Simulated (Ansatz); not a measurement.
Na₆Li₂⁻, relaxed as a doublet with UKS r2SCAN/def2-SVPD in Ansatz, starting from the GFN1-xTB geometry. Force threshold 0.02 eV/Å.

The charge -1 doublet is spin-contaminated (final ⟨S²⟩ up to 1.13, 0.75 for a pure state). The relaxation made no stability test and no search for a lower SCF solution. The structure comes from a short search, and lower isomers may exist.

Start:

```xyz
8

Li   -0.1375   -0.9448    0.8014
Li   -0.2153    3.2941    0.4435
Na   -0.4348    1.1283    0.0623
Na   -0.2706    3.9551   -3.3110
Na   -0.2993   -0.2919    0.1989
Na    4.0570   -3.2607   -0.6757
Na    0.0165   -2.0742    0.7874
Na   -2.7161   -1.8059    1.6933
```

**Question.** Estimate the energy that the relaxation releases and the steps that it takes.

**Answer.** 880.5 kcal/mol, in 35 steps; 6.8 min on 4 threads of Arm Neoverse V2 on a shared host. The force fell under the threshold at step 34, but the optimiser went on. No frequencies were taken in this run, so the end may be a saddle point.

**Question.** Does the start keep its bonding?

**Answer.** Bonds lost: Na3–Na7 (atoms count from 1). Bonds formed: Li1–Na6, Li2–Na4, Na3–Na4, Na5–Na6, Na6–Na7 (atoms count from 1). Metal–metal contacts that move far: Li1–Na7 1.14 to 3.40 Å, Na5–Na7 1.90 to 4.02 Å.

**Question.** Predict the relaxed structure.

**Answer.** 
```xyz
8

Li    0.279   -0.114    1.460
Li    1.278    1.673   -0.916
Na   -1.894    1.682   -0.384
Na   -0.259    4.619   -1.825
Na   -0.249   -1.394   -1.502
Na    2.878   -1.317    0.079
Na    0.491   -3.486    1.854
Na   -2.524   -1.663    1.234
```
Bond lengths (bridged metal pairs left out): 8 × Li–Na 3.18 to 3.48 Å; 7 × Na–Na 3.50 to 3.77 Å.
